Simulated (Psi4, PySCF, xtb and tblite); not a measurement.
Internal rotation in SMILES Br[SiH2]CCC (C₃H₉BrSi). Scanned: dihedral C1–C2–C3–Si4; all other coordinates were relaxed at GFN2-xTB. Points at φ and −φ are mirror images. Heavy atoms are numbered in the order of the SMILES CCC[SiH2]Br, hydrogens after them in the order of the atoms that carry them; the mirror image has the same energies with the sign of each dihedral reversed.

Levels: RKS-B3LYP/LANL2DZ = PySCF with restricted B3LYP/LANL2DZ, with its core potentials past Ne // GFN2-xTB; GFN2-xTB (xtb and tblite); RKS-M06-2X/6-31G* = restricted M06-2X/6-31G*, spherical d, density fitting // GFN2-xTB (PySCF); PBE-D3(BJ)/def2-TZVP // GFN2-xTB (Psi4).

Energies relative to the lowest point of each profile, in eV; the last columns give the difference from PBE-D3(BJ):

```csv
φ / °,RKS-B3LYP/LANL2DZ,GFN2-xTB,RKS-M06-2X/6-31G*,PBE-D3(BJ)/def2-TZVP,RKS-B3LYP/LANL2DZ − PBE-D3(BJ)/def2-TZVP,GFN2-xTB − PBE-D3(BJ)/def2-TZVP,RKS-M06-2X/6-31G* − PBE-D3(BJ)/def2-TZVP
-165,0.014,0.016,0.016,0.013,0.001,0.003,0.003
-150,0.050,0.055,0.058,0.047,0.004,0.009,0.011
-135,0.090,0.097,0.103,0.085,0.005,0.012,0.018
-120,0.109,0.113,0.123,0.102,0.007,0.011,0.021
-105,0.095,0.091,0.102,0.087,0.008,0.004,0.015
-90,0.062,0.046,0.062,0.056,0.007,-0.010,0.006
-75,0.037,0.011,0.033,0.033,0.004,-0.022,0.000
-60,0.029,0.000,0.019,0.025,0.003,-0.025,-0.006
-45,0.054,0.023,0.038,0.045,0.009,-0.023,-0.008
-30,0.107,0.073,0.088,0.092,0.015,-0.020,-0.004
-15,0.161,0.126,0.145,0.145,0.016,-0.018,0.000
0,0.184,0.150,0.171,0.169,0.015,-0.019,0.001
15,0.161,0.126,0.145,0.145,0.016,-0.018,0.000
30,0.107,0.073,0.088,0.092,0.015,-0.020,-0.004
45,0.054,0.023,0.038,0.045,0.009,-0.023,-0.008
60,0.029,0.000,0.019,0.025,0.003,-0.025,-0.006
75,0.037,0.011,0.033,0.033,0.004,-0.022,0.000
90,0.062,0.046,0.062,0.056,0.007,-0.010,0.006
105,0.095,0.091,0.102,0.087,0.008,0.004,0.015
120,0.109,0.113,0.123,0.102,0.007,0.011,0.021
135,0.090,0.097,0.103,0.085,0.005,0.012,0.018
150,0.050,0.055,0.058,0.047,0.004,0.009,0.011
165,0.014,0.016,0.016,0.013,0.001,0.003,0.003
180,0.000,0.000,0.000,0.000,0.000,0.000,0.000
```

RKS-B3LYP/LANL2DZ is furthest from PBE-D3(BJ)/def2-TZVP at -15 (0.016 eV, above); its mean absolute difference over the points is 0.007 eV.

GFN2-xTB is furthest from PBE-D3(BJ)/def2-TZVP at -60 (-0.025 eV, below); its mean absolute difference over the points is 0.014 eV.

RKS-M06-2X/6-31G* is furthest from PBE-D3(BJ)/def2-TZVP at -120 (0.021 eV, above); its mean absolute difference over the points is 0.008 eV.
